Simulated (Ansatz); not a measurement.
`C=[CH][GeH]([Cl])[Cl]` → `[Cl][Ge][Cl]` + ethylene at 400 K and 1 bar (germylene formation by 1,1-elimination).

Calculated with Ansatz (gas phase, PBE0-D4/def2-TZVP geometries, no zero-point term in ΔE). CCSD(T)/CBS adds triple-zeta CCSD(T) − MP2 to the extrapolated MP2 energy (def2 sets, frozen cores). This one scheme is used for every species. For Ge outer-core shells are correlated without core-valence functions, which leaves a few kJ/mol of doubt a bond. Scalar relativity is left out up to krypton. Each species was taken in one conformer, which may not be the lowest.

```csv
species,CCSD(T)/CBS energy (Eh),H − E (kJ/mol),S (J/(mol·K))
`C=[CH][GeH]([Cl])[Cl]`,-3074.24508,173.2,397.9
`[Cl][Ge][Cl]`,-2995.74627,24.5,311.4
`C=C`,-78.48111,149.4,232.7
```

H − E and S are ideal-gas, rigid-rotor, harmonic terms from PBE0-D4/def2-TZVP, for one conformer and one mirror image of each species. 1 Eh = 2625.50 kJ/mol, R = 8.31446 J/(mol·K).

By hand: ΔE, ΔH, ΔS and ΔG.

ΔE = (-2995.74627) + (-78.48111) − (-3074.24508) = 0.01770 Eh = 46.5 kJ/mol. Δ(H − E) = 24.5 + 149.4 − 173.2 = 0.7, so ΔH = 47.2 kJ/mol. ΔS = 311.4 + 232.7 − 397.9 = 146.2 J/(mol·K). ΔG = 47.2 − 400 × (146.2)/1000 = -11.3 kJ/mol.

By hand: the equilibrium constant, and the temperature at which ΔG would vanish if ΔH and ΔS stayed fixed.

log₁₀ K = −ΔG/(RT ln 10) = 1.5. ΔG = 0 at ΔH/ΔS = 323 K.

The number of gas molecules changes by +1, which sets the sign of ΔS. A doubt of 5 kJ/mol in ΔE shifts log₁₀ K by 0.7 here. Other conformers and mirror images would add mixing entropy, several J/(mol·K) or more a flexible species. These are equilibria of isolated gas molecules and say nothing of rates. Largest T1 diagnostic: 0.013 (customary marks: 0.02 for closed shells, 0.045 for open ones).
